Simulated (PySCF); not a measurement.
SMILES c1cc(sc1)CCB(O)O, singlet, GFN2-xTB optimised geometry.

```
19

O     -2.60    -1.75     3.42
B     -1.55    -1.42     2.66
O     -0.75    -0.40     3.08
C     -1.28    -2.25     1.31
C     -1.44    -1.41     0.03
C     -0.51    -0.25     0.00
C      0.85    -0.25     0.00
C      1.41     1.05     0.00
C      0.47     2.03     0.00
S     -1.13     1.38     0.00
H     -2.70    -1.21     4.21
H     -0.02    -0.16     2.50
H     -1.98    -3.09     1.26
H     -0.28    -2.67     1.33
H     -2.47    -1.06    -0.05
H     -1.24    -2.05    -0.84
H      1.44    -1.15    -0.01
H      2.47     1.25    -0.01
H      0.60     3.09     0.00
```

Density from B3LYP/def2-SVP (PySCF) at that geometry.

Minimum of the electron density along straight lines between bonded atoms, close to the bond critical point (lines longer than 1.1 times the sum of covalent radii, or with two minima, are not listed):

```json
[
 {"bond": "O1–B2", "length / Å": "1.347", "ρ at the minimum / e bohr⁻³": "0.209", "∇²ρ there / e bohr⁻⁵": "1.17", "position (fraction from the first atom)": "0.67"},
 {"bond": "B2–O3", "length / Å": "1.359", "ρ at the minimum / e bohr⁻³": "0.202", "∇²ρ there / e bohr⁻⁵": "1.14", "position (fraction from the first atom)": "0.33"},
 {"bond": "B2–C4", "length / Å": "1.607", "ρ at the minimum / e bohr⁻³": "?", "∇²ρ there / e bohr⁻⁵": "-0.23", "position (fraction from the first atom)": "0.32"},
 {"bond": "C4–C5", "length / Å": "1.542", "ρ at the minimum / e bohr⁻³": "0.233", "∇²ρ there / e bohr⁻⁵": "-0.51", "position (fraction from the first atom)": "0.49"},
 {"bond": "C5–C6", "length / Å": "1.491", "ρ at the minimum / e bohr⁻³": "0.259", "∇²ρ there / e bohr⁻⁵": "-0.62", "position (fraction from the first atom)": "0.48"},
 {"bond": "C6–C7", "length / Å": "1.363", "ρ at the minimum / e bohr⁻³": "0.324", "∇²ρ there / e bohr⁻⁵": "-0.82", "position (fraction from the first atom)": "0.51"},
 {"bond": "C7–C8", "length / Å": "1.414", "ρ at the minimum / e bohr⁻³": "0.297", "∇²ρ there / e bohr⁻⁵": "?", "position (fraction from the first atom)": "0.50"},
 {"bond": "C8–C9", "length / Å": "1.356", "ρ at the minimum / e bohr⁻³": "0.326", "∇²ρ there / e bohr⁻⁵": "-0.84", "position (fraction from the first atom)": "0.49"},
 {"bond": "C6–S10", "length / Å": "1.734", "ρ at the minimum / e bohr⁻³": "0.212", "∇²ρ there / e bohr⁻⁵": "?", "position (fraction from the first atom)": "0.47"},
 {"bond": "C9–S10", "length / Å": "1.721", "ρ at the minimum / e bohr⁻³": "0.216", "∇²ρ there / e bohr⁻⁵": "-0.47", "position (fraction from the first atom)": "0.47"},
 {"bond": "O1–H11", "length / Å": "0.958", "ρ at the minimum / e bohr⁻³": "0.357", "∇²ρ there / e bohr⁻⁵": "-2.37", "position (fraction from the first atom)": "0.81"},
 {"bond": "O3–H12", "length / Å": "0.957", "ρ at the minimum / e bohr⁻³": "0.357", "∇²ρ there / e bohr⁻⁵": "-2.48", "position (fraction from the first atom)": "0.82"},
 {"bond": "C4–H13", "length / Å": "1.089", "ρ at the minimum / e bohr⁻³": "0.275", "∇²ρ there / e bohr⁻⁵": "-0.99", "position (fraction from the first atom)": "0.62"},
 {"bond": "C4–H14", "length / Å": "1.092", "ρ at the minimum / e bohr⁻³": "0.271", "∇²ρ there / e bohr⁻⁵": "-0.95", "position (fraction from the first atom)": "0.62"},
 {"bond": "C5–H15", "length / Å": "1.091", "ρ at the minimum / e bohr⁻³": "0.279", "∇²ρ there / e bohr⁻⁵": "-1.02", "position (fraction from the first atom)": "0.62"},
 {"bond": "C5–H16", "length / Å": "1.095", "ρ at the minimum / e bohr⁻³": "0.276", "∇²ρ there / e bohr⁻⁵": "-1.00", "position (fraction from the first atom)": "0.63"},
 {"bond": "C7–H17", "length / Å": "1.076", "ρ at the minimum / e bohr⁻³": "0.283", "∇²ρ there / e bohr⁻⁵": "-1.08", "position (fraction from the first atom)": "0.63"},
 {"bond": "C8–H18", "length / Å": "1.075", "ρ at the minimum / e bohr⁻³": "0.285", "∇²ρ there / e bohr⁻⁵": "-1.09", "position (fraction from the first atom)": "0.63"},
 {"bond": "C9–H19", "length / Å": "1.072", "ρ at the minimum / e bohr⁻³": "0.286", "∇²ρ there / e bohr⁻⁵": "-1.12", "position (fraction from the first atom)": "0.64"}
]
```

Task: Complete the blanks.

Result: 
- B2–C4, ρ at the minimum / e bohr⁻³: 0.177
- C7–C8, ∇²ρ there / e bohr⁻⁵: -0.73
- C6–S10, ∇²ρ there / e bohr⁻⁵: -0.44
